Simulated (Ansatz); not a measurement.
Consider the redistribution: `[F][Sn]([F])([F])[Cl]` + `C#CO[SiH2]Br` → `[F][Sn]([F])([Cl])[Br]` + `C#CO[SiH2]F`.

Gas-phase electronic energies from Ansatz, PBE0-D4/def2-TZVP geometries. CCSD(T)/CBS is the MP2 limit (def2-TZVPP, def2-QZVPP) plus CCSD(T) − MP2 in def2-TZVPP, frozen cores. DFT in def2-TZVPP. def2 core potentials past Kr. For Br, Sn outer-core shells are correlated without core-valence functions, which leaves a few kJ/mol of doubt a bond. Scalar relativity is left out up to krypton. Each species was taken in one conformer, which may not be the lowest.

`[F][Sn]([F])([F])[Cl]`:

```xyz
5

F     0.856    0.609    1.577
Sn    0.008   -0.027    0.022
F     1.181   -1.255   -0.788
F    -1.513   -0.989    0.570
Cl   -0.533    1.662   -1.382
```

`C#CO[SiH2]Br`:

Cartesian coordinates in Å:
```
C -1.529 1.575 -0.791
C -0.617 1.117 -0.162
O 0.370 0.633 0.523
Si 0.785 -0.981 0.350
Br 2.484 -1.296 1.698
H -2.335 1.994 -1.342
H -0.355 -1.819 0.770
H 1.197 -1.225 -1.046
```

`[F][Sn]([F])([Cl])[Br]`:

```xyz
5

F    -1.255    1.426    0.260
Sn   -0.042   -0.003    0.022
F    -0.527   -1.275    1.332
Cl   -0.391   -0.912   -2.033
Br    2.215    0.763    0.419
```

`C#CO[SiH2]F`:

Cartesian coordinates in Å:
```
C -1.731 0.600 -1.375
C -0.766 0.718 -0.675
O 0.276 0.861 0.079
Si 1.006 -0.445 0.814
F 2.212 0.191 1.616
H -2.587 0.510 -1.998
H 1.528 -1.362 -0.217
H 0.061 -1.072 1.756
```

```csv
species,r2SCAN energy (Eh)
`[F][Sn]([F])([F])[Cl]`,-974.25046
`C#CO[SiH2]Br`,-3016.82846
`[F][Sn]([F])([Cl])[Br]`,-3448.56485
`C#CO[SiH2]F`,-542.55415
```

**Question.** Work out ΔE.

**Answer.** ΔE = (-3448.56485) + (-542.55415) − (-974.25046) − (-3016.82846) = -0.04008 Eh = -105.2 kJ/mol. CCSD(T)/CBS gives -107.9 kJ/mol.

Largest T1 diagnostic among the species: 0.014.

From BLYP to BHLYP (50 % exact exchange), in def2-TZVPP and without D4, ΔE moves by −11.9 kJ/mol. At CCSD(T), def2-SVP lies +5.7 kJ/mol from the extrapolated value and def2-TZVPP +0.6 kJ/mol. Leaving LDA and LC-ωPBE aside and taking each functional with its dispersion term where it has one, the values, not all of them listed here, spread over 23.5 kJ/mol, from BHLYP-D4 to revPBE-D4. LDA lies −7.2 kJ/mol from PBE without D4.
